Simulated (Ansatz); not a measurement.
A structure relaxed at PBE0-D4/def2-TZVP, charge 0, multiplicity 1:

```xyz
10

Cl   -0.749   -0.764   -2.449
B    -0.667   -0.564   -0.686
Cl   -1.911   -1.440    0.281
O     0.754   -0.793   -0.131
B     0.798    0.643    0.428
Cl    0.645    0.667    2.224
Cl    2.122    1.602   -0.266
O    -0.553    0.916   -0.265
H     0.816   -1.486    0.538
H    -1.253    1.219    0.327
```

Problem. Give its formula and SMILES.

Solution. B2Cl4H2O2, `Cl[B-]1(Cl)[OH+][B-](Cl)(Cl)[OH+]1`.

Problem. Point group (tolerance 0.08 Å, 0.16 Å for H)?

Solution. C2v.

Problem. Summarise the bond lengths by kind.

Solution. 4 × B–Cl 1.777 to 1.803 Å; 4 × B–O 1.542 Å; 2 × H–O 0.966 Å.

Program: Ansatz 0.2.0.
